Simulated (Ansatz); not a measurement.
input.yaml

```yaml
crystal:
  periodic: [false, false, false]
  atoms:
    - { symbol: C, position_ang: [-0.8829, 1.6344, -1.0288] }
    - { symbol: C, position_ang: [-0.2959, 0.8475, -0.4434] }
    - { symbol: C, position_ang: [0.452, -0.1534, 0.2696] }
    - { symbol: Te, position_ang: [-0.5587, -1.9686, 0.3954] }
    - { symbol: H, position_ang: [-1.4907, 2.3997, -1.5832] }
    - { symbol: H, position_ang: [1.4397, -0.3245, -0.2509] }
    - { symbol: H, position_ang: [0.7258, 0.2144, 1.3122] }
    - { symbol: H, position_ang: [0.7029, -2.7065, 1.2733] }
basis:
  gaussian: { orbitals: def2-SVP }
hamiltonian:
  xc: r2scan
  dispersion: d4
relax:
  f_tol: 0.02
  max_steps: 50
output:
  orbitals: {}
```

Run as:

```bash
$ ansatz run input.yaml --threads 2 --pin off --max-ram 3072MiB --backend cpu --events-out ev --progress --plain --runs-dir out
```

Hardware: 2 threads of Intel(R) Xeon(R) 6975P-C (Granite Rapids), with other jobs on the host.

Q: Roughly how long does this run take, and how much memory?

A: 9.8 s, with a peak of 0.18 GiB, for 8 ionic steps.
